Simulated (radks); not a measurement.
Problem. The mean radii <r> (bohr) of the occupied orbitals of an atom or ion are listed with their occupations. All-electron calculation, Dirac Kohn-Sham, BLYP, spin-unpolarised, spherical densities, point nucleus. Program: a radial shooting solver on a logarithmic mesh with Libxc functionals.

| orbital | occ. | <r> |
|---|---|---|
| 1s1/2 | 2 | 0.04149 |
| 2s1/2 | 2 | 0.1822 |
| 2p1/2 | 2 | 0.1565 |
| 2p3/2 | 4 | 0.1604 |
| 3s1/2 | 2 | 0.4778 |
| 3p1/2 | 2 | 0.4667 |
| 3p3/2 | 4 | 0.4736 |
| 3d3/2 | 1 | 0.4316 |

Name the element and its charge. Open shells, if any, fill j = l - 1/2 first.

Solution. Z = 36, krypton, charge +17: Kr17+ in [Ar] 3d1. The 1s radius gives Z: for a bare nucleus <r> = (2 gamma + 1)/(2Z) with gamma = sqrt(1 - (Z/c)^2), 0.04069 bohr for Z = 36, and screening makes it slightly larger (0.04149 here). The occupations add up to 19, and the charge is Z minus that.
